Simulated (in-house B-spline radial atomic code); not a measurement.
Values are calculated unless marked as measured or tabulated.
## Two electrons in InAs: a parabolic dot with ħω = 0.704 meV in all three directions with a doubly ionised double donor at its centre

For InAs the NSM archive of the Ioffe Institute lists m* = 0.023 m0 and ε = 15.15. Real donors also feel a central-cell potential, which shifts the ground state; some double donors stay shallow and helium-like, others are deep centres that this model can't describe. In so narrow a gap the band flattens within tens of meV, so real spacings are smaller, by up to some tenths.

Effective-mass model with parabolic bands, a uniform dielectric constant, no image charges, no central-cell or spin-orbit terms. Two-electron levels come from full CI in B-splines with partial waves to l = 5 (up to 0.001 effective hartree above the limit).

Q: What are the effective units, and what is the potential in them?

A: Ha* = 27211.386 meV × 0.023/15.15² = 2.727 meV and a* = 0.0529177 nm × 15.15/0.023 = 34.86 nm. The frequency is ω = 0.258 Ha*, with −2/r added.

In these units the lowest s and p orbitals lie at -1.9756 and -0.3188, and their Coulomb and exchange integrals are J_ss = 1.2686, J_sp = 0.5906 and K_sp = 0.05354. Full CI gives -2.8285 for the ground singlet, -1.7989 for the sp triplet, -1.7461 for the sp singlet and -1.7895 for the lowest triplet of two s orbitals.

Q: What does it cost to add the second electron, to first order and exactly?

A: To first order E = 2ε_s + J_ss = -2.6825, so the charging energy E(2) − 2E(1) is J_ss = 3.459 meV. CI gives -2.8285 − 2 × (-1.9756) = 1.1226, or 3.061 meV: relaxation and correlation lower it by 0.398 meV, 11.5 % of J_ss. The s² configuration of one-electron orbitals holds 93.8 % of the state, and the mean radius is 31 nm.

Q: How far above the singlet do the triplets lie?

A: To first order the sp triplet lies at ε_s + ε_p + J_sp − K_sp = -1.7573, which is 2.523 meV above 2ε_s + J_ss. CI gives -1.7989 − (-2.8285) = 1.0295, or 2.807 meV, 62 % of the orbital spacing of 4.518 meV. The ss triplet lies 2.833 meV up, so the lower of the two is the sp one, and its gap equals k_BT at 32.6 K. The sp singlet-triplet splitting is 0.1441 meV, against 2K_sp = 0.292 meV.
